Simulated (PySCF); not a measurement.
## How methods differ on the ionisation energy of Fe²⁺

Fe²⁺ [Ar] 3d6 (5D) → Fe³⁺ [Ar] 3d5 (6S), as a difference of total energies. All numbers are calculated (PySCF 2.14, the non-relativistic Hamiltonian (point nucleus), in aug-cc-pVDZ (7s6p4d2f, 59 functions)). Correlated levels: valence: [Ar] frozen. The calculations carry no spin-orbit coupling.

Order these methods by the ionisation energy they give, lowest first.
A. MP2 (valence)
B. PBE0
C. TPSS
D. SCS-MP2 (valence)

A (30.066 eV), D (30.110 eV), B (31.283 eV), C (31.648 eV).

These non-relativistic numbers lack the scalar-relativistic shift.

The reference lies between the lowest fine-structure levels, while these numbers refer to the centres of the terms.

Errors of the correlated levels include the incompleteness of this basis and the frozen core.

For comparison: 30.651 ± 0.012 eV (measured; NIST Atomic Spectra Database, ionization energies).
